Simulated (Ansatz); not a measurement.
CH₄GeO₂S, SMILES `[OH][GeH]1[O]C[S]1`, relaxed with RKS PBE0-D4/def2-TZVP in Ansatz from a PBE-D4/def2-SVP geometry. The force threshold is 0.005 eV/Å; the program also tests the step.

Total charge 0; spin multiplicity 1.

Start:

```xyz
9

O    -0.845    0.253    2.204
Ge    0.386   -0.162    0.982
O     0.442    0.988   -0.440
C     0.113    0.086   -1.479
S    -0.172   -1.589   -0.652
H    -1.732    0.318    1.798
H     1.682   -0.261    1.813
H    -0.816    0.386   -2.013
H     0.942   -0.020   -2.213
```

| step | energy (eV) | largest force (eV/Å) | largest move (Å) |
| --- | --- | --- | --- |
| 1 | -72537.3178 | 0.759 | 0.000 |
| 2 | -72537.3709 | 0.239 | 0.035 |
| 3 | -72537.3779 | 0.078 | 0.015 |
| 4 | -72537.3785 | 0.049 | 0.005 |
| 5 (rejected) | -72537.3785 | 0.045 | 0.009 |
| 6 | -72537.3787 | 0.008 | 0.004 |
| 7 | -72537.3788 | 0.007 | 0.005 |
| 8 | -72537.3788 | 0.001 | 0.003 |

End:

```xyz
9

O    -0.841    0.252    2.165
Ge    0.383   -0.154    0.968
O     0.433    0.977   -0.429
C     0.109    0.077   -1.465
S    -0.169   -1.562   -0.636
H    -1.721    0.313    1.781
H     1.675   -0.266    1.777
H    -0.802    0.382   -1.985
H     0.932   -0.018   -2.177
```

Hardware: 4 threads of an Arm Neoverse V2 on a shared host. Wall time 36 s, peak host memory 0.61 GiB.
